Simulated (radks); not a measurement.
Coulomb parameter of the 4d shell of neutral niobium in the model configuration [Kr] 4d2 5s1 5p2, as a second difference U = [E(n + 0.5) + E(n - 0.5) - 2 E(n)] / (0.5)^2 with all orbitals relaxed. "Bare": the charge of the atom changes with n. "Screened": the 5p shell takes up the change at fixed total charge, which measures U(4d,4d) + U(5p,5p) - 2 U(4d,5p). Method: scalar-relativistic Kohn-Sham, r2SCAN, spin-unpolarised, spherical densities, finite nucleus; meta-GGA in the generalised Kohn-Sham scheme; Fermi nuclear charge, rms radius 4.324 fm; computed with a radial shooting solver on a logarithmic mesh with Libxc functionals.

| case | configuration | E - E(n) (eV) |
|---|---|---|
| start | [Kr] 4d2 5s1 5p2 | 0.000 |
| bare +0.5 | [Kr] 4d2.5 5s1 5p2 | -3.368 |
| bare -0.5 | [Kr] 4d1.5 5s1 5p2 | 5.459 |
| screened +0.5 | [Kr] 4d2.5 5s1 5p1.5 | -2.602 |
| screened -0.5 | [Kr] 4d1.5 5s1 5p2.5 | 3.139 |

U(bare) = 8.367 eV, U(screened by 5p) = 2.146 eV, against the Slater integral F0(4d,4d) = 13.379 eV with frozen orbitals. The step up makes a negative ion, whose loosely bound charge lowers the bare value.
